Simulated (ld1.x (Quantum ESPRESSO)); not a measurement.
**Pseudopotential generation for lead: PAW, LDA (PZ), fully relativistic.**

```
Element                 : lead (Pb)
Generator               : ld1.x (Quantum ESPRESSO) 7.5
Type                    : PAW
Functional              : LDA (PZ)
Relativity              : fully relativistic
Frozen core             : [Xe]
Valence charge          : 28
Reference configuration : 4f14 5d10 6s2 6p2
Partial waves           : 6s (bound): rcut 1.55, rcutus 1.95 bohr; 6s channel at 0.75 Ry: rcut 1.55, rcutus 1.95 bohr; 6p (bound): rcut 1.85, rcutus 2.20 bohr; 6p channel at 1.25 Ry: rcut 1.85, rcutus 2.20 bohr; 5d (bound): rcut 1.55, rcutus 1.80 bohr; 5d channel at -0.35 Ry: rcut 1.55, rcutus 1.80 bohr; 4f (bound): rcut 0.35, rcutus 0.45 bohr; 4f channel at -9.5 Ry: rcut 0.35, rcutus 0.45 bohr
Local potential         : all-electron potential smoothed inside 0.40 bohr (lloc = -2)
Core correction         : a·sin(br)/r model core inside 0.30 bohr
Augmentation charge     : BESSEL, radius 0.35 bohr
```

Open shells are filled in proportion to 2j + 1 (rel_dist='average').

All-electron outer shells of the reference configuration (LDA (PZ), scalar-relativistic, ld1.x):

```json
{"shell": "5s", "level (eV)": "-144.42", "outermost node (bohr)": "0.45", "outermost maximum (bohr)": "0.78"}
{"shell": "4f", "level (eV)": "-133.26", "outermost node (bohr)": "–", "outermost maximum (bohr)": "0.35"}
{"shell": "5p", "level (eV)": "-85.96", "outermost node (bohr)": "0.49", "outermost maximum (bohr)": "0.88"}
{"shell": "5d", "level (eV)": "-21.29", "outermost node (bohr)": "0.52", "outermost maximum (bohr)": "1.07"}
{"shell": "6s", "level (eV)": "-12.32", "outermost node (bohr)": "1.01", "outermost maximum (bohr)": "1.95"}
{"shell": "6p", "level (eV)": "-3.71", "outermost node (bohr)": "1.18", "outermost maximum (bohr)": "2.63"}
```

Problem. Is a potential produced?

Solution. No. ld1.x (Quantum ESPRESSO) 7.5 stopped with "compute_chi: chi too large beyond r_c": the function χ = (ε − T − V_loc)φ does not vanish beyond the cutoff radius.
